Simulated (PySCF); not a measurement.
# Löwdin shares of the frontier orbitals

C4H6N2O2.
Bonds: C1–C2 (double), C2–N3, N3–C4, C4–O5 (double), C2–C6, C6–N7, C6–O8 (double). Hydrogens: H9, H10 on C1; H11 on N3; H12 on C4; H13, H14 on N7.

The calculation used TDDFT PBE0/def2-SVPD, vertical, gas phase, core orbitals frozen in the response (PySCF). Isolated species at its GFN2-xTB geometry (one conformer only). Torsions of this conformer, `[CH2:1]=[C:2]([NH:3][CH:4]=[O:5])[C:6]([NH2:7])=[O:8]`: C1–C2–N3–C4 0°, C2–N3–C4–O5 0°, C1–C2–C6–N7 0°, H–N7–C6–C2 180°, H–N7–C6–C2 0°.

Frontier orbitals with the atoms that hold most of them (Löwdin shares over 4%, at most four atoms; ? is withheld):

```json
{"orbital": "LUMO+2", "ε (eV)": "0.33", "atoms": "C4 32%, O5 22%, N3 13%, C6 12%"}
{"orbital": "LUMO+1", "ε (eV)": "0.29", "atoms": "H14 20%, C6 14%, N7 13%, H9 12%"}
{"orbital": "LUMO", "ε (eV)": "?", "atoms": "?"}
{"orbital": "HOMO", "ε (eV)": "-7.22", "atoms": "?"}
{"orbital": "HOMO-1", "ε (eV)": "-7.78", "atoms": "O5 65%, C4 14%, H12 8%, N3 6%"}
{"orbital": "HOMO-2", "ε (eV)": "-8.38", "atoms": "O8 68%, C6 9%, C2 7%, N7 5%"}
{"orbital": "HOMO-3", "ε (eV)": "-8.62", "atoms": "N7 43%, O8 37%, C6 11%"}
```

(1) Give the leading atoms of the HOMO.

(2) Which atoms hold the LUMO, and with what shares?

(3) What is the LUMO energy, and the HOMO–LUMO gap?

Results:

(1) C1 (bonded to C and 2 H) 28%; N3 (bonded to 2 C and H) 26%; C2 (bonded to 2 C and N) 18%; O5 (bonded to C) 12%. By element: carbon 45% or more, nitrogen 26% or more, oxygen 12% or more.

(2) C1 (bonded to C and 2 H) 25%; C2 (bonded to 2 C and N) 17%; C6 (bonded to C, N and O) 15%; O8 (bonded to C) 13%. By element: carbon 56% or more, oxygen 13% or more.

(3) ε(LUMO) = -1.54 eV; the gap is 5.69 eV (0.2089 hartree).

Q: The HOMO–LUMO gap is 5.69 eV. Where does the response calculation put the lowest singlet, and from which orbitals?

A: S1 is at 4.79 eV (f = 0.0006), 0.89 eV below the gap, made of HOMO-1→LUMO (86%), HOMO-1→LUMO+2 (10%). Its leading pair isn't HOMO and LUMO; the energies of that pair differ by 6.24 eV. Without the coupling terms of the response equations the lowest excitation would equal the gap.

Q: One configuration dominates each of S1, S2, S3 and S6. Which, and how do the shares of the two leading atoms of either orbital change from the occupied to the empty one?

A: 
- S1 (4.79 eV, f 0.0006), HOMO-1→LUMO (86%): O5 65% → at most 14%, C4 14% → at most 14%, C1 at most 6% → 25%, C2 at most 6% → 17%
- S2 (5.05 eV, f 0.088), HOMO→LUMO (96%): C1 28% → 25%, N3 26% → at most 14%, C2 18% → 17%
- S3 (5.07 eV, f 0.0004), HOMO-2→LUMO (92%): O8 68% → 13%, C6 9% → 15%, C1 at most 6% → 25%, C2 7% → 17%
- S6 (6.42 eV, f 0.0023), HOMO→LUMO+1 (97%): C1 28% → at most 13%, N3 26% → at most 13%, H14 at most 12% → 20%, C6 at most 12% → 14%

Löwdin shares depend on the basis, the more so with diffuse functions.

The run took 69 s wall on Intel Xeon at 2.70 GHz, one thread, shared host with 64 logical CPUs at a one-minute load of 59, and the process peaked at 0.85 GiB of memory.
